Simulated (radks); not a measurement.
Results of a calculation; reference values are marked as such.
Problem. I I, 53 electrons, occupied as [Kr] 4d10 5s1.5 5p5.5 (fractional occupations, a model configuration). Level of theory: scalar-relativistic Kohn-Sham, r2SCAN, spin-polarised, spherical densities, finite nucleus; open shells are filled with parallel spins first (spin-orbit coupling, left out, can overturn this in heavy ions); meta-GGA in the generalised Kohn-Sham scheme; Fermi nuclear charge, rms radius 4.75 fm (a radial shooting solver on a logarithmic mesh with Libxc functionals). Some entries of the table are withheld. Estimate them.

| orbital | occ. | eigenvalue (hartree) | r(max) (bohr) |
|---|---|---|---|
| 1s up | 1 | -1214.282 | 0.01754 |
| 1s down | 1 | -1214.280 | 0.01754 |
| 2s up | 1 | -188.2564 | 0.09906 |
| 2s down | 1 | -188.2559 | 0.09906 |
| 2p up | 3 | -168.8558 | 0.07950 |
| 2p down | 3 | -168.8546 | 0.07950 |
| 3s up | 1 | -38.26444 | 0.2852 |
| 3s down | 1 | -38.26291 | 0.2852 |
| 3p up | 3 | -31.93620 | 0.2791 |
| 3p down | 3 | -31.93437 | 0.2791 |
| 3d up | 5 | -22.47371 | 0.2321 |
| 3d down | 5 | -22.47186 | 0.2321 |
| 4s up | 1 | -6.82759 | 0.6810 |
| 4s down | 1 | -6.82300 | 0.6812 |
| 4p up | 3 | -4.83424 | (1) |
| 4p down | 3 | -4.82990 | (2) |
| 4d up | 5 | -1.91793 | 0.7777 |
| 4d down | 5 | -1.91078 | 0.7777 |
| 5s up | 1 | -0.69363 | 1.708 |
| 5s down | 0.5 | -0.65235 | 1.712 |
| 5p up | 3 | -0.29569 | 2.012 |
| 5p down | 2.5 | -0.26475 | 2.034 |

Solution. 
(1) 4p up r(max) (bohr): 0.7152
(2) 4p down r(max) (bohr): 0.7154
